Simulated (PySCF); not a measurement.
## Electronic structure of Co (cobalt, neutral) at the LDA level

Configuration: [Ar] 3d7 4s1 4p1, one real determinant (an excited configuration). All numbers are calculated (PySCF 2.14, no relativity, point nucleus, in aug-cc-pVDZ (7s6p4d2f, 59 functions)).

- Total energy: -1380.036 hartree
- One-electron energy: -1911.369 hartree
- Hartree (Coulomb) energy: 587.955 hartree
- Exchange-correlation energy: -56.622 hartree
- Kinetic energy: 1380.29580 hartree
- ⟨S²⟩: 8.7505
- ⟨L²⟩: 13.900
- Sum of ⟨r⟩: 22.49 bohr
- Sum of ⟨r²⟩: 43.88 bohr²
- Traceless quadrupole moment −½Σ⟨3z² − r²⟩ along its main axis: -7.09 e·bohr²
- Density at the nucleus (Gaussians lack the cusp): 13300 bohr⁻³
- Spin density at the nucleus: 5.87 bohr⁻³
- Langevin diamagnetic susceptibility: -34.8 ×10⁻⁶ cm³/mol

| shell | electrons | mean orbital energy (eV) | spread (eV) | rms radius, mean of both spins (bohr) |
| --- | --- | --- | --- | --- |
| 1s α | 1 | -7501.2 | 0 | 0.0659 |
| 1s β | 1 | -7501.1 | 0 | 0.0659 |
| 2s α | 1 | -883.41 | 0 | 0.281 |
| 2s β | 1 | -881.73 | 0 | 0.281 |
| 2p α | 3 | -768.28 | 0.203 | 0.251 |
| 2p β | 3 | -766.97 | 0.102 | 0.251 |
| 3s α | 1 | -102.01 | 0 | 0.844 |
| 3s β | 1 | -98.670 | 0 | 0.844 |
| 3p α | 3 | -67.597 | 0.305 | 0.894 |
| 3p β | 3 | -64.300 | 0.161 | 0.894 |
| 3d α | 5 | -11.307 | 1.098 | 1.21 |
| 3d β | 2 | -8.454 | 0.185 | 1.21 |
| 4s α | 1 | -7.147 | 0 | 2.99 |
| 4p α | 1 | -2.614 | 0 | 4.22 |

⟨L²⟩ = 13.90 against 20 for a pure G term, so this real determinant mixes terms.
